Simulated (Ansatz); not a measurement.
A nudged elastic band was laid between two geometries of CH₄BClOSi (9 atoms, charge 0, multiplicity 1).

These are results of UKS PBE0-D4/6-31G* (Ansatz 0.2.0), not measurements.

```
movable images  : 5
climbing image  : yes
spring          : 5.0 eV/Å²
optimiser       : quadratic models (default)
start path      : through a guess of the saddle point
force threshold : 0.05 eV/Å
iteration limit : 60
end points      : relaxed
```

First end point:

```xyz
9
Properties=species:S:1:pos:R:3
Cl -2.498 1.152 0.130
B -0.942 0.406 0.016
C 0.357 0.626 0.895
O 1.262 -0.309 0.252
Si 0.228 -0.915 -0.949
H 0.765 1.647 0.854
H 0.233 0.372 1.959
H -0.021 -2.383 -0.836
H 0.704 -0.643 -2.338
```

Last end point:

```xyz
9
Properties=species:S:1:pos:R:3
Cl -2.379 1.068 -0.188
B -0.698 0.518 -0.496
C 0.435 0.558 0.688
O 1.131 -0.737 0.570
Si 0.035 -1.442 -0.425
H 1.185 1.341 0.530
H 0.040 0.639 1.704
H 0.592 -2.796 -0.811
H -0.253 0.804 -1.590
```

Q: Which bonds break or form, and what moves?

A: Bonds broken: Si5–H9. Bonds formed: B2–H9.

Q: Give the energies along the band, and the barrier.

A: It converged. The highest image is number 3 of 0 to 6, 75.5 kJ/mol above the first end and 31.6 kJ/mol above the last; the last end lies 43.8 kJ/mol above the first. A vibrational analysis at the climbing image gives one clearly imaginary mode, 607i cm⁻¹: a first-order saddle point. The orbitals were unrestricted but ended closed-shell.

| image | path coordinate (Å) | energy (kJ/mol) | Si5–H9 (Å) | B2–H9 (Å) |
| --- | --- | --- | --- | --- |
| 0 | 0.00 | 0.0 | 1.49 | 3.06 |
| 1 | 0.64 | 7.7 | 1.49 | 2.81 |
| 2 | 1.27 | 38.9 | 1.50 | 2.38 |
| 3 | 1.91 | 75.5 | 1.60 | 1.74 |
| 4 | 2.41 | 49.3 | 1.92 | 1.29 |
| 5 | 2.91 | 45.4 | 2.27 | 1.23 |
| 6 | 3.41 | 43.8 | 2.55 | 1.22 |

Q: What is the geometry of the highest image?

A: 
```xyz
9
Properties=species:S:1:pos:R:3:forces:R:3
Cl -2.380 1.211 -0.249 0.00 0.01 0.00
B -0.927 0.285 -0.022 -0.01 -0.02 -0.01
C 0.448 0.594 0.770 0.02 -0.03 0.00
O 1.271 -0.577 0.482 -0.01 0.01 0.00
Si 0.090 -1.236 -0.509 0.00 0.01 0.01
H 0.988 1.495 0.460 0.00 0.01 0.00
H 0.264 0.645 1.851 0.00 0.00 0.00
H 0.413 -2.459 -1.287 0.00 0.00 0.00
H -0.078 -0.005 -1.513 0.00 0.00 0.00
```

Q: What are the harmonic wavenumbers there?

A: 607i, 232, 241, 368, 413, 532, 697, 736, 813, 869, 913, 960, 983, 1149, 1185, 1287, 1485, 1819, 2279, 3076, 3141 cm⁻¹.

The band took 12 iterations and of the order of 5 core-minutes.

The run took 2.4 min on 2 threads of Intel(R) Xeon(R) 6975P-C (Granite Rapids), with other jobs on the host, peak memory 0.34 GiB.
